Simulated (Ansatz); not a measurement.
In4As5H16⁺, 25 atoms. Hardware: 2 threads of AMD EPYC 7R13 on a shared host and a share (18 GiB) of an NVIDIA H100 80GB HBM3.

In the def2 sets In takes a core potential; there is no spin–orbit coupling. Correlated methods freeze 61 core orbitals; core or outer-core shells of In, As are correlated, in sets that lack core-valence functions. Single mean-field runs in def2-TZVP are fitted with def2-universal-jkfit.

(1) How many basis functions does each of these Ansatz runs have, and roughly what does it cost? RPA@PBE/def2-TZVP, charge 1 singlet, energy, from earlier orbitals; PBE0-D4/def2-TZVP, charge 1 triplet at the geometry of the charge 1 singlet, energy; PBE0-D4/def2-TZVP, charge 1 singlet, energy, from earlier orbitals; r2SCAN-D4/def2-SVP, charge 1 singlet, relaxation, 26 steps; PBE-D4/def2-TZVP, charge 2 doublet at the geometry of the charge 1 singlet, energy, from earlier orbitals; PBE0-D4/def2-SVP, charge 1 singlet, energy, from earlier orbitals; BHLYP-D4/def2-TZVP, charge 1 singlet, energy, from earlier orbitals; HF/STO-3G, charge 1 singlet, energy; PBE0-D4/def2-TZVP, charge 2 doublet, energy, from earlier orbitals; PBE-D4/def2-TZVP, charge 2 doublet, energy, from earlier orbitals; PBE-D4/def2-TZVP, charge 1 triplet at the geometry of the charge 1 singlet, energy, from earlier orbitals; MP2/def2-TZVP, charge 1 singlet, energy, from earlier orbitals.

Results:

(1) Other jobs shared the machine, so times can vary by a factor of up to 3.

```csv
run,functions,fitting or Cholesky vectors,wall time,peak host memory (GiB)
"HF/STO-3G, charge 1 singlet, energy",214,2627,2.3 s,0.93
"BHLYP-D4/def2-TZVP, charge 1 singlet, energy, from earlier orbitals",536,2490,3.4 s,1
"PBE0-D4/def2-TZVP, charge 1 singlet, energy, from earlier orbitals",536,2490,3.6 s,1
"PBE0-D4/def2-SVP, charge 1 singlet, energy, from earlier orbitals",344,3752,4.5 s,1.1
"MP2/def2-TZVP, charge 1 singlet, energy, from earlier orbitals",536,4368,6.5 s,1.3
"PBE-D4/def2-TZVP, charge 2 doublet at the geometry of the charge 1 singlet, energy, from earlier orbitals",536,2490,7 s,1.2
"PBE-D4/def2-TZVP, charge 2 doublet, energy, from earlier orbitals",536,2490,7.5 s,1.1
"PBE-D4/def2-TZVP, charge 1 triplet at the geometry of the charge 1 singlet, energy, from earlier orbitals",536,2490,8.5 s,1.2
"RPA@PBE/def2-TZVP, charge 1 singlet, energy, from earlier orbitals",536,4368,9 s,3.8
"PBE0-D4/def2-TZVP, charge 2 doublet, energy, from earlier orbitals",536,2490,11 s,1.2
"PBE0-D4/def2-TZVP, charge 1 triplet at the geometry of the charge 1 singlet, energy",536,2490,11 s,1.2
"r2SCAN-D4/def2-SVP, charge 1 singlet, relaxation, 26 steps",344,4007,95 s,1.1
```
